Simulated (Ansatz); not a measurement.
# Which is lower?

The two ends of one reaction step of CH$_{9}$GeN, closed shell (PBE0-D4/def2-TZVP).

A:

```
atom    x (Å)    y (Å)    z (Å)
 Ge1  -1.4116   0.8762   0.2650
  N2   0.1508   0.2655  -0.4911
  C3   0.3221  -1.1670  -0.6407
  H4  -2.6778   0.3834  -0.4784
  H5  -1.3584   2.4104   0.2361
  H6  -1.4504   0.3399   1.7048
  H7   2.1458   0.4538   1.1347
  H8   2.7319   0.3658   1.5943
  H9   0.3958   0.7608  -1.3369
 H10  -0.3644  -1.6386  -1.3591
 H11   0.1714  -1.6556   0.3261
 H12   1.3448  -1.3947  -0.9547
```

B:

| atom | x (Å) | y (Å) | z (Å) |
| --- | --- | --- | --- |
| Ge1 | -1.1142 | 1.1230 | 1.3582 |
| N2 | 0.8237 | 0.0943 | -0.8967 |
| C3 | 0.6641 | -1.3499 | -0.8896 |
| H4 | -1.9346 | 0.3879 | 0.2916 |
| H5 | -0.4597 | 2.3834 | 0.7829 |
| H6 | -2.0840 | 1.5608 | 2.4795 |
| H7 | 1.7838 | 0.3525 | -0.7082 |
| H8 | -0.0691 | 0.1910 | 1.9827 |
| H9 | 0.5859 | 0.4797 | -1.8016 |
| H10 | -0.3828 | -1.5978 | -1.0787 |
| H11 | 0.9090 | -1.7347 | 0.1030 |
| H12 | 1.2779 | -1.8903 | -1.6231 |

Program: Ansatz 0.2.0. Basis: def2-TZVPP. Cores are frozen in the correlated methods. Filled d shells of the heavier atoms are correlated. The def2 sets are not built for correlating such inner shells, so the correlated values are less sure here. B3LYP uses VWN-RPA correlation.

Question: Which structure is lower at CCSD(T), and by how much? (An estimate is asked for; the value comes from the calculation.)

Answer: The calculation gives: B, by 29.7 kJ/mol (electronic energy, against the other). By their contacts, A is a complex of CH₇GeN ([CH3][NH][GeH3]) + H₂ and B is a complex of CH₅N ([CH3][NH2]) + GeH₄.

All methods give the same order:

| method | E(B) − E(A) (kJ/mol) |
| --- | --- |
| SPW92 | -37.1 |
| PBE-D4 | -31.9 |
| BLYP-D4 | -28.0 |
| r2SCAN-D4 | -31.4 |
| B97M-V | -40.4 |
| PBE0-D4 | -35.4 |
| B3LYP-D4 | -32.1 |
| r2SCAN0-D4 | -34.6 |
| BHLYP-D4 | -36.0 |
| CAM-B3LYP-D4 | -34.6 |
| wB97X-V | -32.9 |
| wB97M-V | -34.3 |
| B2PLYP | -30.5 |
| PBE-QIDH | -31.9 |
| RPA on PBE | -28.9 |
| HF | -41.6 |
| MP2 | -22.2 |
| CCSD | -33.0 |
| CCSD(T) | -29.7 |

T1 diagnostic: at most 0.011.

Labels in which every atom is bracketed show which atoms are joined, not bond orders.

For scale, one of the runs: CCSD(T)/def2-TZVPP, 236 basis functions, launched by `ansatz run in.yaml --threads 4 --pin off --events-out ev --progress --plain --max-ram 9574MiB`. The run took 33 s on 4 CPU threads of an AMD EPYC 9R45 (shared host), with 4.4 GiB of host memory at its peak.
